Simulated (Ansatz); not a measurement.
Computed with Ansatz on PBE0-D4/def2-TZVP structures; ΔE is electronic, products minus reactants. CBS: MP2 limit from def2 TZ/QZ plus the TZ coupled-cluster correction, frozen cores. This one scheme is used for every species. DFT in def2-TZVPP. B3LYP here is the variant with VWN-RPA as its local correlation; programs differ in this. One conformer a species, not always the lowest.

`C[SiH](C)CCl` + H₂S → `C[SiH](S)CCl` + CH₄  (ligand exchange at the Si–C bond)

Question: Is it downhill or uphill in electronic energy at CCSD(T)/CBS, and by how much? (An estimate is asked.)

Answer: The calculation gave: Downhill: ΔE = -16.1 kcal/mol.

Question: What do these levels give: PBE-D4, B3LYP-D4, ωB97X-V, PBE0, HF/def2-TZVPP, MP2/def2-TZVPP, SCS-MP2/def2-TZVPP, CCSD/def2-TZVPP, HF/def2-QZVPP, MP2/def2-QZVPP, MP2/CBS(def2), CCSD/CBS(def2)? (Estimate.)

Answer: Computed: PBE-D4 -16.7, B3LYP-D4 -16.2, ωB97X-V -15.7, PBE0 -16.4, HF/def2-TZVPP -15.6, MP2/def2-TZVPP -16.8, SCS-MP2/def2-TZVPP -16.1, CCSD/def2-TZVPP -15.0, HF/def2-QZVPP -15.5, MP2/def2-QZVPP -17.1, MP2/CBS(def2) -17.5, CCSD/CBS(def2) -15.8 kcal/mol.

Largest T1 diagnostic among the species: 0.010.
